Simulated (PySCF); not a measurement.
CH5Ge2N, SMILES [CH]1=[N][GeH2][GeH2]1.

Geometry: B3LYP-D3(BJ)/def2-SVP. The structure was generated by enumeration, and PubChem lists no compound with its InChIKey, so it may never have been made.

The numbers are results of ωB97X/def2-TZVP run with PySCF, not measurements.

Gas-phase values at a fixed geometry.

### Question
Estimate the frontier levels, gap, dipole moment and polarisability. (An estimate is asked for; the answer gives what the named calculation found.)

### Answer

* **highest occupied level**: -8.82 eV
* **lowest empty level**: 1.38 eV
* **orbital gap**: 10.21 eV
* **dipole moment**: 1.94 D
* **quadrupole, principal values (traceless, Buckingham form, about the centre of nuclear charge)**: -7.14, 0.46, 6.68 D·Å
* **mean static polarisability**: 80.1 bohr³ (11.86 Å³)
* **polarisability, principal values**: 64.5, 74.2, 101.4 bohr³
